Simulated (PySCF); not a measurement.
Ti(NH2)3(Me) (CH₉N₃Ti), SMILES [NH2][Ti]([NH2])([CH3])[NH2], multiplicity 1.

Geometry optimised at PBE0-D3(BJ)/def2-SVP. The spin state was assumed, not searched. Other conformers were not sampled.

Two levels are set side by side: PBE/def2-TZVP (PySCF) and ωB97X/def2-TZVP (PySCF). Same geometry, gas phase. Differences are taken from unrounded values.

| quantity | PBE |
|---|---|
| orbital gap (eV) | 3.78 |
| highest occupied level (eV) | -5.53 |
| lowest empty level (eV) | -1.75 |
| dipole moment (D) | 1.24 |
| mean polarisability (bohr³) | 80.2 |

### Question
These are the PBE values. What does ωB97X give? (An estimate is asked for; the answer gives what the named calculation found.)

### Answer

```
quantity                     ωB97X  PBE minus ωB97X
---------------------------  -----  ---------------
orbital gap (eV)             10.98            -7.20
highest occupied level (eV)  -9.41             3.88
lowest empty level (eV)       1.57            -3.32
dipole moment (D)             1.09             0.16
mean polarisability (bohr³)   75.7              4.6
```

PBE's occupied levels lie high since its potential decays too fast outside the molecule; exact exchange lowers them and widens the gap. Loosely held outer electrons make PBE densities more polarisable. Differences between two approximate levels are no errors against the true value.

Rough cost on one machine, each run with all the roots and properties that it gave: ωB97X against PBE within a factor of 2.
